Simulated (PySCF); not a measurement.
[MoF6]3- holds Mo(III), d3, at total charge -3. The structure is a PBE0-D3(BJ)/def2-TZVP, IEF-PCM water geometry optimised for multiplicity 4; coordination octahedral, point group Oh, metal–donor distances 2.07 Å.

```
7

Mo    0.0000    0.0000    0.0000
F     0.0000    2.0710    0.0000
F     0.0000   -2.0710    0.0000
F     0.0000    0.0000    2.0710
F     0.0000    0.0000   -2.0710
F     2.0710    0.0000    0.0000
F    -2.0710    0.0000    0.0000
```

Method (PySCF 2.14, density fitting): CASSCF(3,5) with orbitals averaged over all microstates of the shell, strongly contracted NEVPT2 on the averaged canonical orbitals; basis x2c-TZVPall on the metal, x2c-SVPall elsewhere; spin-free X2C; IEF-PCM water; spin-orbit coupling by state interaction with the mean-field operator over all roots.

Problem. What is the ground state?

Solution. 4A2g (S = 3/2, orbital degeneracy 1), with 3.0 electrons in the lower (t2g-type) set and 0.0 in the upper (eg-type) set, by NEVPT2.

Problem. List the excited states of the same spin.

Solution. By NEVPT2: 4T2g at 24454 cm⁻¹ (409 nm); 4T1g at 30802 cm⁻¹ (325 nm); 4T1g at 51011 cm⁻¹. All are electric-dipole forbidden at this geometry.

Problem. Which is the lowest state of another spin?

Solution. 2Eg at 12761 cm⁻¹ by NEVPT2; CASSCF alone puts it at 14472 cm⁻¹ above the same ground state.

Problem. What ligand-field parameters describe the result?

Solution. At CASSCF level (the NEVPT2 levels don't fit a ligand-field model well): orbital energies 0, 0, 0, 22870, 22870 cm⁻¹; 10Dq = 22870 cm⁻¹; B = 730 cm⁻¹; C = 2925 cm⁻¹; B over its free-ion value at the same level 0.894; rms of the fit 106 cm⁻¹; ζ = 743 cm⁻¹ (free ion 788).

Problem. What are the magnetic parameters?

Solution. The ground multiplet follows a spin Hamiltonian with S = 3/2, g = 1.932, 1.932, 1.932, D = 0 (spin-orbit part alone); the lowest levels hold 100 % of the spin-free ground state. μeff is 3.76 μB at 300 K and 3.74 μB at 10 K; the spin-only value is 3.88 μB.

NEVPT2 on the d shell alone tends to put d–d bands too high for such charged or covalently bound ions.

The job took 12 s on one thread of Intel Xeon Platinum 8488C (shared host), with 147 basis functions and a peak of 0.59 GiB, launched as `OMP_NUM_THREADS=1 python lf_run.py task.json out`.
